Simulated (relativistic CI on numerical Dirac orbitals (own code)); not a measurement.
A reference radial Dirac CI calculation of Ru³⁺ gave the lowest total energy -4522.84167 Ha in 22 SCF steps, from this input:

```
atom Ru  Z=44  charge=3  electrons=41
nucleus A=102  rms_radius_fm=4.4809
hamiltonian dirac-coulomb  breit=on  qed=on  c_scale=1
orbitals kli  potential=per-configuration
slater_scale 1
correlation none
mixing on
grid step=0.0125 r_max=50.3
scf mixing=0.4 start=green max_iterations=150 tolerance=2e-08 node_fill=0.05
configurations
  [Kr] 4d5
  [Kr] 4d4 5s
end
```

One setting was then changed (and the iteration limit cut to 65), and the output read:

```
SCF 1: [Kr] 4d5
 iter      energy (Ha)   residual   last orbital (Ha)
      1s not found; potential halved back
error: SCF of 1s2 2s2 2p6 3s2 3p6 3d10 4s2 4p6 4d5 stopped: an orbital could not be found
end: not converged
```

Task: Which setting was changed?
A. speed of light
B. grid step
C. Slater scale
D. configuration list

Result: A. The speed of light × 0.2. This setting is bad on purpose; its numbers may not be properties of the ion.
